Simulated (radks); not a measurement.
Neutral thulium inside a hard spherical wall (all orbitals vanish at R), configuration held at [Xe] 4f13 6s2 and not refilled when levels cross. Calculated with a radial shooting solver on a logarithmic mesh with Libxc functionals: scalar-relativistic Kohn-Sham, LDA (Slater exchange, Perdew-Wang correlation), spin-unpolarised, spherical densities, point nucleus. Eigenvalues in eV, with the zero of energy where the potential of the charges vanishes at infinity; a dash marks a level that is unbound or too diffuse for the functional's potential to be trusted. A positive occupied level is held by the wall or, in an anion where self-interaction has pushed it up, behind a barrier. The pressure on the wall is -dE/dV.

R (bohr)  E (hartree)  kinetic (hartree)    e(5s)    e(5p)   e(6s)   e(4f)  e(6p, empty)  e(5d, empty)  pressure (GPa)
free      -13559.0267          14736.128  -53.549  -27.058  -4.033  -3.321        -1.170        -0.953               0
15        -13559.0266          14736.128  -53.547  -27.057  -4.032  -3.319        -1.156        -0.949        0.000106
8         -13559.0136          14736.221  -52.990  -26.508  -3.533  -2.774        -0.025        -0.348           0.465
7         -13558.9922          14736.337  -52.456  -25.986  -2.955  -2.247         1.026         0.220            1.59
3         -13556.0770          14747.438  -37.257  -11.030  36.458  14.937        54.504        21.513            1200
2.5       -13552.1530          14761.599  -25.707    1.802  76.103  28.777        101.52        39.682            4710
2         -13540.3601          14800.926    1.866   34.155  172.69  58.494        209.82        83.146           23800
1.5       -13496.0704          14936.687   91.789   139.61  452.58  131.67        509.51        213.30          179000
